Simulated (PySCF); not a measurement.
H₃ISi. Atoms are numbered in the order given.

```xyz
5

Si     0.0000     0.0000     1.8420
I      0.0000     0.0000    -0.6172
H     -1.2131    -0.7004     2.3070
H      0.0000     1.4007     2.3070
H      1.2131    -0.7004     2.3070
```
Charge 0, spin multiplicity 1.

The structure is a stationary point at B3LYP-D3(BJ)/def2-TZVP. The def2 effective core potentials stand for the cores of I; spin–orbit coupling is left out.

Vertical ionisation energy (IE) and electron affinity (EA) in eV. Rows of orbital energies are one-electron estimates. Where ΔSCF, EOM or ADC give a negative EA the extra electron is unbound and the value depends on the basis.

| level | IE | EA |
|---|---|---|
| −ε(HOMO), −ε(LUMO), PBE/def2-TZVPD (PySCF) | 6.60 | 1.79 |
| −ε(HOMO), −ε(LUMO), PBE0/def2-TZVPD (PySCF) | 7.73 | 0.99 |
